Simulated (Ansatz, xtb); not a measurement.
# Two isomers of C5H4N2O2

Structure X is `O=Cc1cnn(C=O)c1`, a singlet and structure Y is `O=Cc1cc(C=O)[nH]n1`, a singlet. Both are isolated molecules in the gas phase, relaxed with B3LYP/def2-SVP; each stands in its lowest conformer found.

Question: Estimate which is lower in electronic energy at CCSD(T)/def2-SVP + ΔMP2/def2-TZVPP, and by roughly how much.

Answer: The CCSD(T)/def2-SVP + ΔMP2/def2-TZVPP calculation puts structure X lower, by 0.071 eV.

How the difference moves with the method:

```json
{"level": "GFN2-xTB", "geometry": "GFN2-xTB", "E(Y) − E(X) (eV)": "+0.378", "departure from the last row (eV)": "+0.307", "job, with rough time for the two": "optimisation, 0.35 s"}
{"level": "HF/STO-3G", "geometry": "GFN2-xTB", "E(Y) − E(X) (eV)": "+0.230", "departure from the last row (eV)": "+0.159", "job, with rough time for the two": "single point, 1.8 s"}
{"level": "r2SCAN-D4/def2-SVP", "geometry": "GFN2-xTB", "E(Y) − E(X) (eV)": "+0.018", "departure from the last row (eV)": "−0.054", "job, with rough time for the two": "single point, 9.6 s"}
{"level": "B3LYP/def2-SVP", "geometry": "B3LYP/def2-SVP", "E(Y) − E(X) (eV)": "+0.051", "departure from the last row (eV)": "−0.020", "job, with rough time for the two": "optimisation, 1.9 min"}
{"level": "HF/def2-SVP", "geometry": "B3LYP/def2-SVP", "E(Y) − E(X) (eV)": "+0.218", "departure from the last row (eV)": "+0.147", "job, with rough time for the two": "part of the CCSD(T) run"}
{"level": "MP2/def2-SVP", "geometry": "B3LYP/def2-SVP", "E(Y) − E(X) (eV)": "+0.011", "departure from the last row (eV)": "−0.060", "job, with rough time for the two": "part of the CCSD(T) run"}
{"level": "CCSD(T)/def2-SVP", "geometry": "B3LYP/def2-SVP", "E(Y) − E(X) (eV)": "+0.113", "departure from the last row (eV)": "+0.042", "job, with rough time for the two": "single point"}
{"level": "CCSD(T)/def2-SVP + ΔMP2/def2-TZVPP", "geometry": "B3LYP/def2-SVP", "E(Y) − E(X) (eV)": "+0.071", "departure from the last row (eV)": "", "job, with rough time for the two": "single point, 8 min"}
```

As drawn, Y has 1 C–C, 1 N–H in place of 1 C–N, 1 C–H.

r2SCAN-D4/def2-SVP, MP2/def2-SVP find them nearly level. The largest departure from CCSD(T)/def2-SVP + ΔMP2/def2-TZVPP is that of GFN2-xTB, 0.307 eV. The last row adds to CCSD(T) the change of the MP2 difference between the two basis sets, here −0.042 eV.

With thermal terms from frequencies at re-optimised GFN2-xTB minima (ideal gas, soft modes damped towards free rotors, one conformer each, 298.15 K, 1 atm): on the last row, ΔE + ΔZPE = +0.075, ΔH = +0.077, ΔG = +0.073 eV.

The correlated steps freeze 9 core orbitals. Programs: Ansatz 0.2.0, xtb 6.7.1; the last row on 2 threads of AMD EPYC (Zen 3) on a shared host.
